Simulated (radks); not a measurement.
Polarisability of the rubidium ion Rb5+, [Ar] 3d10 4s2 4p2, at imaginary frequency. Calculated with a radial shooting solver on a logarithmic mesh with Libxc functionals: scalar-relativistic Kohn-Sham, LDA (Slater exchange, Perdew-Wang correlation), spin-polarised, spherical densities, finite nucleus; open shells are filled with parallel spins first (spin-orbit coupling, left out, can overturn this in heavy ions); Fermi nuclear charge, rms radius 4.2036 fm. Response by self-consistent Sternheimer equations with the Hartree and adiabatic LDA kernel, the relativistic mass of each level held fixed and spin-orbit coupling left out.

| w (hartree) | alpha1(iw) (bohr^3) |
|---|---|
| 0.00266 | 3.052 |
| 0.0143 | 3.051 |
| 0.0360 | 3.048 |
| 0.0697 | 3.038 |
| 0.118 | 3.013 |
| 0.186 | 2.959 |
| 0.280 | 2.851 |
| 0.413 | 2.653 |
| 0.605 | 2.324 |
| 0.892 | 1.849 |
| 1.35 | 1.284 |
| 2.12 | 0.7621 |
| 3.59 | 0.3919 |
| 6.94 | 0.1730 |
| 17.5 | 0.04934 |

Static values: alpha1 = 3.052 bohr^3 (0.4522 angstrom^3; uncoupled 4.905). C6 = 8.220, triple-dipole C9 = 17.85 atomic units. One-pole (London) frequency 4 C6 / (3 alpha1^2) = 1.177 hartree, against 2.808 for minus the highest occupied eigenvalue.
